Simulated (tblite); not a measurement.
Species: C6H2N (doublet state).
SMILES with atom numbers: `[CH:1]=[C:2]=[CH:3][C:4]#[C:5][C:6]#[N:7]` (hydrogens: H8 on C1; H9 on C3)

Level: GFN2-xTB in tblite, geometry and Hessian alike; calculated harmonic values, unscaled, isolated species. This tight-binding method is rough: wavenumbers can miss measured ones by several per cent, in bad cases by 10 to 20. Open shells enter through the occupations alone, without spin polarisation, and single modes of such species can be off by tens of per cent.

Harmonic wavenumbers (cm⁻¹): 70.2, 125.2, 160.5, 275.5, 314.2, 322.9, 447.6, 469.8, 494.5, 557.8, 634.3, 657.8, 770.3, 1061.6, 1179.6, 1412.9, 2100.4, 2202.2, 2277.2, 3039.1, 3393.3.

A = 16128, B = 1008, C = 949.1 MHz; mass 88.019 u (most abundant isotopes); point group Cs, symmetry number 1; spin multiplicity 2.

Q: Zero-point energy?

A: ½Σν̃ = 10983 cm⁻¹ = 31.40 kcal/mol.

Q: Entropy at 298.15 K, 1 bar (ideal gas, RRHO, classical rotation)?

A: Translation 39.36, rotation 27.43, vibration 17.77, spin (R ln 2) 1.38: S = 85.9 cal/(mol K).

Q: And Cp and H(298.15 K) − H(0)?

A: Cp = 27.02 cal/(mol K), of which vibrations give 19.08 (their classical limit is 21 R = 41.7); H(298.15 K) − H(0) = 5.32 kcal/mol without the zero-point energy, 2.95 from vibrations.

Q: What must be added to the electronic energy to get the Gibbs energy at 298.15 K and 1 bar?

A: ZPE + [H(298.15 K) − H(0)] − T·S = 31.40 + 5.32 − 25.63 = 11.09 kcal/mol.

Q: Which modes carry the vibrational entropy at 298.15 K?

A: 70.2 cm⁻¹: 4.15; 125.2 cm⁻¹: 3.02; 160.5 cm⁻¹: 2.54; 275.5 cm⁻¹: 1.56; 314.2 cm⁻¹: 1.34; 322.9 cm⁻¹: 1.30 cal/(mol K); the other 15 give 3.87 together.

Q: How do the functions run with temperature in this model?

A: 
```csv
T (K),S (cal/(mol K)),Cp (cal/(mol K)),H − H(0) (kcal/mol),G − H(0) (kcal/mol),ln q(vib)
50,55.3,10.6,0.44,-2.32,0.18
100,63.8,14.5,1.07,-5.31,0.78
373.15,92.3,29.8,7.45,-27.00,5.21
500,101.6,33.4,11.48,-39.32,7.19
750,116.1,38.0,20.44,-66.61,10.69
1000,127.5,41.1,30.36,-97.10,13.71
```

q(vib) and H(0) count from the zero-point level.

Hindered rotation and anharmonicity are outside this model.

On one thread of an Arm Neoverse V1 (shared host), this took 0.16 s. The figure is for the frequency step alone.
